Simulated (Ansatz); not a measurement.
Geometry optimisation, RKS PBE0-D4/STO-3G (Ansatz 0.2.0).

The input (input.yaml):

```yaml
crystal:
  periodic: [false, false, false]
  atoms:
    - { symbol: C, position_ang: [-0.4738, -0.8508, 1.7066] }
    - { symbol: C, position_ang: [0.047, -0.3835, 0.3491] }
    - { symbol: F, position_ang: [-0.1862, -1.3931, -0.5837] }
    - { symbol: F, position_ang: [1.4829, -0.1412, 0.4852] }
    - { symbol: S, position_ang: [-0.7789, 1.1377, -0.2312] }
    - { symbol: Al, position_ang: [0.362, 1.3932, -2.1747] }
    - { symbol: H, position_ang: [0.0072, -1.7312, 2.0457] }
    - { symbol: H, position_ang: [-1.5729, -0.9865, 1.5956] }
    - { symbol: H, position_ang: [-0.356, 0.009, 2.4925] }
    - { symbol: H, position_ang: [1.7298, 2.2061, -2.1828] }
    - { symbol: H, position_ang: [-0.1957, 0.6832, -3.4817] }
basis:
  gaussian: { orbitals: STO-3G }
hamiltonian:
  xc: pbe0
  dispersion: d4
relax:
  f_tol: 0.02
  max_steps: 40
output:
  orbitals: {}
```

Launched with:

```bash
$ ansatz run input.yaml --threads 1 --pin off --max-ram 2048MiB --backend cpu --events-out ev --progress --plain --runs-dir out
```

Task: Where does it end, and by what steps?

Result: The run converged. The force dipped under the threshold on the way, but the program's further checks kept it going. Limits of this set-up: minimal basis. After 18 steps the energy has fallen by 2.002 eV; F4 moved furthest, 1.27 Å. Joined: F4–Al6.

```csv
step,energy less start (eV),largest force component (eV/Å),accepted
0,0.0000,3.656,yes
1,-0.6042,0.743,yes
2,-0.6466,0.339,yes
3,-0.6569,0.107,yes
4,-0.6840,0.727,yes
5,-0.7748,1.310,yes
6,-1.1112,2.003,yes
7,-1.5452,1.558,yes
8,-1.7361,1.480,yes
9,-1.9174,0.834,yes
10,-1.9669,0.304,yes
11,-1.9802,0.161,yes
12,-1.9907,0.163,yes
13,-1.9966,0.100,yes
14,-2.0000,0.120,yes
15,-2.0010,0.118,yes
16,-2.0016,0.027,yes
17,-2.0018,0.014,yes
18,-2.0018,0.009,yes
```

```xyz
11
Properties=species:S:1:pos:R:3
C -0.271 -0.610 1.553
C -0.499 -0.498 0.009
F -0.973 -1.700 -0.481
F 0.877 -0.393 -0.601
S -1.320 0.986 -0.616
Al 0.625 1.165 -1.589
H 0.291 -1.522 1.796
H -1.248 -0.645 2.052
H 0.279 0.268 1.916
H 1.582 2.152 -0.997
H 0.723 0.740 -3.021
```

Time of the run: 27 s on 1 thread of AMD EPYC 9R45 96-Core Processor (Zen 5), with other jobs on the host, peak memory 0.17 GiB.
